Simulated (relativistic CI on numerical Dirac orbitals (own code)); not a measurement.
Computed by Dirac-Coulomb-Breit CI, KLI orbitals optimised for each configuration, QED by a radiative potential, unscaled Slater integrals (own radial code, finite nucleus).

The strongest absorption lines from the ground level of an ion, among the configurations computed and to levels below about 413 eV (vacuum wavelength in nm, gf): 3.6196 (0.16), 3.6440 (0.03), 4.0013 (0.41), 4.0760 (1), 4.1136 (0.038), 4.8031 (0.19), 4.9098 (0.2), 11.353 (2.8).

Q: Which ion is it?
A. Se16+
B. Zn12+
C. Kr18+
D. Ge14+

A: D. Ge14+ has 18 electrons and the ground level 3s2 3p6 1S_0; the strongest line goes to 3s2 3p5 3d 1P°_1. The pattern of lines fixes the number of electrons, and along that sequence the line energies rise steadily with the charge (about as its square where n changes within one kind of shell, about linearly where n is kept but much faster in heavy ions where fine structure, which grows about as Z⁴, sets the gap, and irregularly where shells cross), which fixes Z. Configurations outside the model, such as inner-shell arrays, can give stronger lines. At this charge energies of transitions that change n are usually good to better than 1 %, and those within a shell (Δn = 0) to a few per cent.

LS names give the leading component of a level, which can be under half, so a name can repeat, a term be missing and a line seem to break the LS rules.
